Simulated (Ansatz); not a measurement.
Consider the formal hydrolysis of a Ge–B bond: `F[BH][GeH2][SH]` + H₂O → `[OH][GeH2][SH]` + `BF`.

Isolated molecules relaxed with PBE0-D4/def2-TZVP in Ansatz; ΔE leaves out vibrations. CCSD(T)/CBS is the MP2 limit (def2-TZVPP, def2-QZVPP) plus CCSD(T) − MP2 in def2-TZVPP, frozen cores. This one scheme is used for every species. DFT in def2-TZVPP. B3LYP here is the variant with VWN-RPA as its local correlation; programs differ in this. HSE06 is defined as in plane-wave codes. For Ge outer-core shells are correlated without core-valence functions, which leaves a few kJ/mol of doubt a bond. Scalar relativity is left out up to krypton. One conformer a species, not always the lowest.

| level | ΔE (eV) |
| --- | --- |
| r2SCAN-D4 | -0.48 |
| B3LYP-D4 | -0.50 |
| HSE06 | -0.42 |
| CCSD/def2-SVP | -0.63 |

Q: What does CCSD(T)/CBS give? (Estimate.)

A: The calculation gave: -0.46 eV. The listed levels differ from it by -0.02, -0.04, 0.04, -0.17 eV.

Q: What do rigid-rotor, harmonic-oscillator terms from PBE0-D4/def2-TZVP frequencies (298.15 K, 1 bar) make of the CCSD(T)/CBS value? (An estimate is asked.)

A: Computed: ΔZPE = 0.00 eV, ΔH = -0.49 eV, ΔS = -7 J/(mol·K), ΔG = -0.47 eV. Modes under 50 cm⁻¹ make the entropy rough.

Largest T1 diagnostic among the species: 0.013.

In def2-TZVPP, CCSD(T) changes the Hartree–Fock value by +0.21 eV (the triples alone add +0.01 eV) and MP2 by +0.15 eV. From PBE to PBE0 (25 % exact exchange), in def2-TZVPP and without D4, ΔE moves by −0.03 eV.
